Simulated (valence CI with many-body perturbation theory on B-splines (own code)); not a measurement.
Ladder of approximations for W40+

Computed by configuration interaction combined with many-body perturbation theory (CI+MBPT): six valence electrons over a frozen Dirac-Fock core [Ar] 3d10, a basis of 9 s, 9 p, 8 d, 6 f, 3 g, 1 h functions for each j, with the one-electron correlation potential Σ1, the two-electron term Σ2, the three-electron term Σ3, Breit, model QED; selected CI, second order for the rest, scaled by the run's own slope (own B-spline code, finite nucleus).

The last digits are not significant, and no measured levels were compared; by estimate large intervals hold to a few tenths of a per cent, small ones and those within an open d or f shell to about a per cent. Among the levels kept, up to 640 cm⁻¹ of a level comes from second order outside the variational space, and about a tenth of that is noise between levels of different J, which matters for small intervals.

Each rung adds one term. CI alone is the Dirac-Coulomb CI over the frozen core; QED comes last and gives the full result, which names the levels. Energies are above (4s^2 4p1/2^2 4p3/2^2) J=2 on the same rung, in cm⁻¹.

Levels are named by their leading jj configuration (3d3/2^4 stands for four electrons in 3d with j = 3/2), which in mixed levels can hold well under half, so a name can repeat and another be missing. Letters in brackets count levels of one name in rising energy.

| Level | CI alone | + Σ1 | + Σ2 | + Σ3 | + Breit | Full |
| --- | --- | --- | --- | --- | --- | --- |
| (4s^2 4p1/2^2 4p3/2^2) J=0 | 71938 | 71958 | 70884 | 70581 | 71010 | 71007 |
| (4s^2 4p1/2 4p3/2^3) J=1 | 745376 | 747424 | 749324 | 749420 | 741140 | 742019 |
| (4s^2 4p1/2 4p3/2^3) J=2 | 782632 | 784687 | 786109 | 786049 | 777377 | 778251 |
| (4s^2 4p1/2^2 4p3/2 4d3/2) J=2 | 1243370 | 1241650 | 1239780 | 1240290 | 1237700 | 1236070 |
| (4s^2 4p1/2^2 4p3/2 4d3/2) J=1 | 1265370 | 1263740 | 1261860 | 1262350 | 1259720 | 1257730 |
| (4s^2 4p1/2^2 4p3/2 4d3/2) J=0 | 1267360 | 1265640 | 1263660 | 1264150 | 1261850 | 1260050 |
| (4s^2 4p1/2^2 4p3/2 4d3/2) J=3 | 1275110 | 1273420 | 1271330 | 1271720 | 1268540 | 1266980 |
| (4s^2 4p1/2^2 4p3/2 4d5/2) J=2 | 1414680 | 1414200 | 1413060 | 1413770 | 1408440 | 1405830 |
| (4s^2 4p1/2^2 4p3/2 4d5/2) J=4 | 1421360 | 1420430 | 1418100 | 1418620 | 1412100 | 1410950 |
| (4s^2 4p1/2^2 4p3/2 4d5/2) J=3 | 1534020 | 1533110 | 1526280 | 1526310 | 1519930 | 1518760 |
| (4s^2 4p1/2^2 4p3/2 4d5/2) J=1 | 1553420 | 1552740 | 1547720 | 1547670 | 1542060 | 1540170 |
| (4s^2 4p3/2^4) J=0 | 1556920 | 1561020 | 1563950 | 1563820 | 1547230 | 1548930 |
| (4s 4p1/2^2 4p3/2^3) J=2 | 1607120 | 1607840 | 1604750 | 1605060 | 1602260 | 1595630 |
| (4s 4p1/2^2 4p3/2^3) J=1 | 1693410 | 1694300 | 1689630 | 1689800 | 1687190 | 1680230 |
| (4s^2 4p1/2 4p3/2^2 4d3/2) J=1 [a] | 1953610 | 1953940 | 1954210 | 1955010 | 1944020 | 1942970 |
| (4s^2 4p1/2 4p3/2^2 4d3/2) J=0 | 1954530 | 1954890 | 1955650 | 1956480 | 1945250 | 1944160 |
| (4s^2 4p1/2 4p3/2^2 4d3/2) J=2 [a] | 1954860 | 1955150 | 1955520 | 1956330 | 1944980 | 1944290 |
| (4s^2 4p1/2 4p3/2^2 4d3/2) J=3 [a] | 1985420 | 1985750 | 1985800 | 1986470 | 1974520 | 1973840 |
| (4s^2 4p1/2 4p3/2^2 4d3/2) J=4 | 2021450 | 2021760 | 2021500 | 2021940 | 2009640 | 2008940 |
| (4s^2 4p1/2 4p3/2^2 4d3/2) J=2 [b] | 2064620 | 2064970 | 2063700 | 2063990 | 2052520 | 2051790 |
| (4s^2 4p1/2 4p3/2^2 4d5/2) J=3 [a] | 2114250 | 2115280 | 2114690 | 2115490 | 2100990 | 2100670 |
| (4s^2 4p1/2 4p3/2^2 4d5/2) J=4 [a] | 2122140 | 2123220 | 2123360 | 2124130 | 2109280 | 2109000 |
| (4s^2 4p1/2 4p3/2^2 4d3/2) J=2 [c] | 2150030 | 2150450 | 2141970 | 2141920 | 2130780 | 2129710 |
| (4s^2 4p1/2 4p3/2^2 4d3/2) J=1 [b] | 2148390 | 2149350 | 2144370 | 2144540 | 2132610 | 2131480 |
| (4s^2 4p1/2 4p3/2^2 4d3/2) J=3 [b] | 2151950 | 2152340 | 2145070 | 2144990 | 2132950 | 2132290 |
| (4s^2 4p1/2 4p3/2^2 4d5/2) J=0 | 2150370 | 2151920 | 2153490 | 2154290 | 2140550 | 2138560 |
| (4s^2 4p1/2 4p3/2^2 4d5/2) J=1 [a] | 2159920 | 2160840 | 2157740 | 2158280 | 2145320 | 2143600 |
| (4s^2 4p1/2 4p3/2^2 4d5/2) J=4 [b] | 2169010 | 2170110 | 2169800 | 2170390 | 2154930 | 2154640 |
| (4s^2 4p1/2 4p3/2^2 4d5/2) J=5 | 2183070 | 2184180 | 2184120 | 2184590 | 2168690 | 2168190 |
| (4s^2 4p1/2 4p3/2^2 4d3/2) J=1 [c] | 2219990 | 2220460 | 2211510 | 2211150 | 2200050 | 2198860 |
| (4s^2 4p1/2 4p3/2^2 4d5/2) J=2 [a] | 2245360 | 2246480 | 2245140 | 2245320 | 2230950 | 2230660 |

(1) How does the ionisation energy move along the ladder, and which term matters most?

Answers

(1) CI alone 1942.3, + Σ1 1943.8, + Σ2 1944.2, + Σ3 1943.7, + Breit 1942.3, + QED 1942.2 eV. The largest step is Σ1, 1.5 eV, with Breit about as large (-1.4). NIST lists 1940.6 ± 2 eV (semi-empirical).
